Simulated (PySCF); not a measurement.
The group X on HS-X is varied. Isolated molecules, 0 K electronic values unless said otherwise. One relaxed conformer stands for each flexible species; it need not be the lowest. Strings in code marks are SMILES.

Calculation: PySCF 2.14.0 with B3LYP-D3(BJ)/def2-TZVP. All candidates: neutral, multiplicity 1. B3LYP has the VWN-RPA correlation part, as in Gaussian. Excitations are Tamm–Dancoff values on a coarser integration grid. The basis has no diffuse functions, so Rydberg states are missing or too high.

The S1 excitation (TDA) is 5.31 eV and the HOMO is -6.46 eV. The T1 excitation (TDA) is 4.82 eV.

**Question.** Say which member has these values.
A) `COS` (C–O–S–H torsion 81°)
B) `N#CCS`
C) `CSS` (C–S–S–H torsion 87°)
D) `CC(C)(C)S` (C–C–S–H torsion 180°)

**Answer.** D, `CC(C)(C)S` (C–C–S–H torsion 180°). The others give `N#CCS`: 5.29 eV, -7.46 eV, 4.69 eV; `COS` (C–O–S–H torsion 81°): 4.49 eV, -6.72 eV, 3.62 eV; `CSS` (C–S–S–H torsion 87°): 4.59 eV, -6.71 eV, 3.87 eV
